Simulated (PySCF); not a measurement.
A structure optimised at PBE0-D3(BJ)/def2-SVP, used in a PySCF frequency run:

```xyz
8

C     -1.6595    -1.0254     0.2883
C     -0.2136    -0.6504     0.4791
Cl     0.8499    -1.6933    -0.4905
Br     0.0781     1.2274     0.0424
H     -1.9551    -0.8981    -0.7622
H     -1.8041    -2.0788     0.5721
H     -2.3000    -0.3923     0.9190
H      0.1147    -0.7494     1.5201
```

**Question.** Write its SMILES and formula.

**Answer.** C[C@@H](Cl)Br, C2H4BrCl

**Question.** What are its rotational constants (standard atomic weights)?

**Answer.** 6.0313, 1.9769, 1.5519 GHz
